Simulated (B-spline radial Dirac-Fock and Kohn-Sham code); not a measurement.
## Binding energies of Re⁴⁺ in different valence configurations

Level of theory: ΔSCF Dirac-Fock with Breit, self-energy and vacuum polarisation, finite nucleus, configuration average; a radial B-spline solver. Correlation energy is missing from these numbers.

Reference: the tabulated ground configuration [Xe] 4f14 5d3, with 2s 12593.4 eV, 2p1/2 12017.4 eV, 3s 2997.7 eV, 3d5/2 1941.7 eV, 4p1/2 582.7 eV, 5d 51.45 eV, Kα1 61136.6 eV, Kβ1 69300.4 eV, Lα1 8652.3 eV, Lβ2 10273.0 eV.

Task: One of these configurations gives the following shifts from the reference, in eV: average energy +7.46, 2s +4.74, 2p1/2 +4.72, 3s +4.64, 3d5/2 +4.61, 4p1/2 +4.53, 5d +3.02, Kα1 -0.24, Kβ1 -0.13, Lα1 +0.12, Lβ2 +0.26. Which?
A. [Xe] 4f14 5d2 6p1
B. [Xe] 4f14 5d1 6s2
C. [Xe] 4f14 5d2 6s1

Result: C. The others give [Xe] 4f14 5d1 6s2: 2s +9.70; [Xe] 4f14 5d2 6p1: 2s +6.12.

Values without a named source are computed, but for edge energies of neutral atoms, which are taken from tables.
